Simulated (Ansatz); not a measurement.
Reaction (substitution at a C–N bond): `CNBN` + `O[SiH2][SiH3]` → `CO[SiH2][SiH3]` + `NBN`

Calculated with Ansatz (gas phase, PBE0-D4/def2-TZVP geometries, no zero-point term in ΔE). CCSD(T)/CBS adds triple-zeta CCSD(T) − MP2 to the extrapolated MP2 energy (def2 sets, frozen cores). Each species was taken in one conformer, which may not be the lowest.

`CNBN`:

Cartesian coordinates in Å:
```
C 0.125 -1.012 -1.404
N 0.443 -0.271 -0.210
B -0.460 0.504 0.539
N -0.086 1.209 1.703
H 0.702 -0.669 -2.271
H 0.305 -2.086 -1.285
H -0.932 -0.876 -1.635
H 1.407 -0.343 0.075
H -1.601 0.569 0.171
H 0.841 1.218 2.092
H -0.744 1.756 2.224
```

`O[SiH2][SiH3]`:

Cartesian coordinates in Å:
```
O -1.463 -1.369 -0.525
Si -0.783 0.134 -0.649
Si 1.026 0.421 0.820
H -0.900 -2.126 -0.691
H -0.310 0.402 -2.039
H -1.873 1.089 -0.329
H 1.630 1.768 0.626
H 2.073 -0.604 0.548
H 0.600 0.285 2.239
```

`CO[SiH2][SiH3]`:

Cartesian coordinates in Å:
```
C 1.683 -0.083 -1.552
O 0.684 -0.473 -0.637
Si -0.213 0.624 0.204
Si -1.690 -0.589 1.550
H 2.131 -0.985 -1.974
H 2.471 0.499 -1.060
H 1.265 0.515 -2.370
H 0.673 1.502 1.027
H -0.950 1.523 -0.734
H -2.527 0.361 2.334
H -0.943 -1.459 2.496
H -2.585 -1.436 0.717
```

`NBN`:

Cartesian coordinates in Å:
```
N 1.252 -0.001 -0.024
B -0.065 0.000 0.477
N -1.201 0.000 -0.357
H 1.490 -0.001 -1.001
H 2.050 -0.001 0.583
H -0.226 0.001 1.666
H -2.131 0.001 0.016
H -1.169 0.000 -1.361
```

```json
{"species": "`CNBN`", "CCSD/def2-SVP energy (Eh)": "-176.09205"}
{"species": "`O[SiH2][SiH3]`", "CCSD/def2-SVP energy (Eh)": "-656.44312"}
{"species": "`CO[SiH2][SiH3]`", "CCSD/def2-SVP energy (Eh)": "-695.58971"}
{"species": "`NBN`", "CCSD/def2-SVP energy (Eh)": "-136.94069"}
```

Task: Work out ΔE.

Result: ΔE = (-695.58971) + (-136.94069) − (-176.09205) − (-656.44312) = 0.00477 Eh = +0.13 eV. CCSD(T)/CBS gives +0.16 eV.

Largest T1 diagnostic among the species: 0.012.

In def2-TZVPP, CCSD(T) changes the Hartree–Fock value by +0.08 eV (the triples alone add +0.01 eV) and MP2 by +0.10 eV. Leaving LDA and LC-ωPBE aside and taking each functional with its dispersion term where it has one, the values, not all of them listed here, spread over 0.07 eV, from BHLYP-D4 to PBE-QIDH.
